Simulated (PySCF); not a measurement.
Al(Me)(NHMe)(OH) (C₂H₈AlNO), SMILES C[NH][Al]([CH3])[OH].

Geometry optimised at B3LYP-D3(BJ)/def2-SVP. The structure was generated by enumeration; whether it is a known compound was not checked. One conformer was computed; it need not be the lowest.

All values below come from TDA-PBE/def2-SVPD (PySCF 2.14.0).

Vertical excitations. 

Computed excitation energies, oscillator strengths and character:
| state | energy (eV) | λ (nm) | f | main pairs |
|---|---|---|---|---|
| S1 | 4.42 | 280 | 0.011 | HOMO→LUMO 100 % |
| S2 | 5.52 | 225 | 0.013 | HOMO→LUMO+2 99 % |
| S3 | 5.88 | 211 | 0.001 | HOMO→LUMO+3 100 % |
| S4 | 5.94 | 209 | 0.095 | HOMO→LUMO+1 84 % |
| S5 | 6.31 | 197 | 0.143 | HOMO−1→LUMO 86 % |
| S6 | 6.40 | 194 | 0.032 | HOMO−2→LUMO 96 % |
| S7 | 6.62 | 187 | 0.008 | HOMO→LUMO+4 97 % |
| S8 | 6.67 | 186 | 0.064 | HOMO−3→LUMO 95 % |
| S9 | 6.75 | 184 | 0.031 | HOMO→LUMO+5 97 % |
| S10 | 7.18 | 173 | 0.033 | HOMO−1→LUMO+1 93 % |
| T1 | 4.25 | 292 | 0 | HOMO→LUMO 99 % |
| T2 | 4.89 | 253 | 0 | HOMO→LUMO+1 99 % |
| T3 | 5.42 | 229 | 0 | HOMO→LUMO+2 99 % |
| T4 | 5.75 | 216 | 0 | HOMO→LUMO+3 99 % |
Triplets are in the Tamm–Dancoff approximation.
